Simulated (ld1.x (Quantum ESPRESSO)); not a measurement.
# Zr: excitation energies, all-electron against ultrasoft

```
Element                 : Zr
Generator               : ld1.x (Quantum ESPRESSO) 7.5
Type                    : ultrasoft
Functional              : Wu–Cohen
Relativity              : scalar-relativistic
Frozen core             : [Ar] 3d10
Valence charge          : 12
Reference configuration : 4s2 4p6 4d2 5s1.75 5p0.25
Partial waves           : 4s (bound): rcut 1.55, rcutus 1.60 bohr; 5s (bound): rcut 1.55, rcutus 1.60 bohr; 4p (bound): rcut 1.85, rcutus 2.15 bohr; 5p (bound): rcut 1.85, rcutus 2.15 bohr; 4d (bound): rcut 1.85, rcutus 2.40 bohr; 4d channel at 3.85 Ry: rcut 1.85, rcutus 2.40 bohr
Local potential         : all-electron potential smoothed inside 1.70 bohr (lloc = -2)
Core correction         : Bessel-smoothed model core, default radius (core density twice the valence density)
Augmentation charge     : built from norm-conserving waves at rcut, not smoothed further
```

Energies are relative to the spin-unpolarised reference configuration 4s2 4p6 4d2 5s1.75 5p0.25; without spin polarisation the order of configurations can differ from experiment.

Question: Give the all-electron excitation energy and the error of the potential for: 4s2 4p6 4d2 5s2 5p0; 4s2 4p6 4d2 5s1 5p0; 4s2 4p6 4d2 5s0 5p0; 4s2 4p6 4d2.5 5s1.5 5p0; 4s2 4p6 4d2 5s1 5p1; 4s2 4p6 4d1 5s0 5p0; 4s2 4p5 4d2 5s2 5p0.

Answer:

```
  valence configuration  charge  ΔE all-electron (eV)  error AE − PS (meV)
    4s2 4p6 4d2 5s2 5p0       0                -0.763                 -130
    4s2 4p6 4d2 5s1 5p0      +1                 6.419                 +657
    4s2 4p6 4d2 5s0 5p0      +2                19.288                +2079
4s2 4p6 4d2.5 5s1.5 5p0       0                -0.234                 +564
    4s2 4p6 4d2 5s1 5p1       0                 2.337                 +404
    4s2 4p6 4d1 5s0 5p0      +3                41.867                +1993
    4s2 4p5 4d2 5s2 5p0      +1                37.212                -1994
```

These tests converged, but a pseudo level misses the all-electron one widely, so the file describes the atom poorly there or has found another state: 4s2 4p6 4d1 5s0 5p0: empty 5s by 2.5 eV.

A Bessel basis up to 400 Ry misses an occupied level by 0.69 Ry, so cutoffs and ghosts were not judged. The potential misses its own reference levels by up to 1.5 eV, so it is not fit for use.
